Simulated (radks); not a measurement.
Values are calculated unless marked as measured or tabulated.
Question: All-electron atom: W2+ in [Xe] 4f14 5d(up 3.5, down 0.5) (fractional occupations, a model configuration). Level of theory: non-relativistic Kohn-Sham, BLYP, spin-polarised, spherical densities, point nucleus; relativity is left out, which matters for an element this heavy (a radial shooting solver on a logarithmic mesh with Libxc functionals). Some entries of the table are withheld. Estimate them.

orbital,occ.,eigenvalue (eV),<r> (bohr)
1s down,1,-63772.16,0.02047
1s up,1,-63772.16,0.02047
2s up,1,-10494.79,0.08648
2s down,1,-10494.63,0.08648
2p up,3,-10060.67,0.07315
2p down,3,-10060.55,0.07315
3s up,1,-2407.597,0.2197
3s down,1,-2407.550,0.2197
3p up,3,-2206.314,0.2097
3p down,3,-2206.263,0.2097
3d up,5,-1830.900,0.1839
3d down,5,-1830.803,0.1839
4s up,1,-493.9914,0.4899
4s down,1,-493.8739,0.4899
4p up,3,-409.9078,0.4970
4p down,3,-409.7834,0.4970
4d up,5,-256.6789,0.5138
4d down,5,-256.5262,0.5136
5s up,1,(1),1.172
5s down,1,(2),1.166
4f up,7,-56.9501,0.5902
4f down,7,-56.6698,0.5876
5p up,3,-56.4841,1.297
5p down,3,-54.8159,1.291
5d up,3.5,-21.1686,1.836
5d down,0.5,-19.3919,1.872

Answer: 
(1) 5s up eigenvalue (eV): -80.6873
(2) 5s down eigenvalue (eV): -79.2077
